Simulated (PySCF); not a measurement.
Al(H)(Et)2, C4H11Al, SMILES C[CH2][AlH][CH2]C at its GFN2-xTB optimised geometry (Å):

```
16

Al    -0.6812     0.8314     0.0000
H     -1.3306     2.2426     0.0000
C      1.3244     0.8314     0.0000
C      1.7615     2.3061    -0.0645
H      1.7696     0.2897    -0.8470
H      1.7679     0.3672     0.8930
H      1.3550     2.8606     0.7829
H      1.3804     2.7766    -0.9722
H      2.8469     2.4099    -0.0538
C     -1.9127    -0.7516     0.0130
C     -1.2809    -1.9932     0.6698
H     -2.2342    -1.0287    -1.0030
H     -2.8469    -0.5039     0.5408
H     -1.0714    -1.8059     1.7227
H     -0.3374    -2.2459     0.1856
H     -1.9385    -2.8606     0.6025
```

Method: B3LYP/def2-TZVP (PySCF). Cells within 0.4 Å of a nucleus heavier than hydrogen are left out (blank, or x).

Map of the Laplacian of the electron density (e/bohr⁵), clipped to [-1.50, 1.50] on the plane z = 0.0 Å:

```
|5555555555555555555555555555555|
|5555555555555555555555555555555|
|5555555555555555555555555555555|
|5555555555555555555555555555555|
|5555555555555555555555555555555|
|5555555555555555555555555555555|
|5555555555555555555555555555555|
|55555555555555555554x6434555555|
|55555555554045555556xx100555555|
|55555555554044555554xx445555555|
|5555555555444555555434555555555|
|5555555555559995554235555555555|
|555555555559xxx744xxx5555555555|
|555555555559xxx743xxx5555555555|
|5555555555559995445545555555555|
|5555555555445555555555555555555|
|5555555546244555555555555555555|
|555555545xx45555555555555555555|
|555555554xx55555555555555555555|
|5555555554455555555555555555555|
|5555555555555555555555555555555|
|5555555555555445555555555555555|
|5555555555555415555555555555555|
|5555555555555555555555555555555|
|5555555555555555555555555555555|
|5555555555555555555555555555555|
|5555555555555555555555555555555|
|5555555555555555555555555555555|
|5555555555555555555555555555555|
|5555555555555555555555555555555|
|5555555555555555555555555555555|
```
Scale: ten equal steps from -1.50 (start of '0') to 1.50 (end of '9'), in the order '0123456789'; x runs from -5.00 to 5.00, y from -5.00 (bottom) to 5.00 (top).
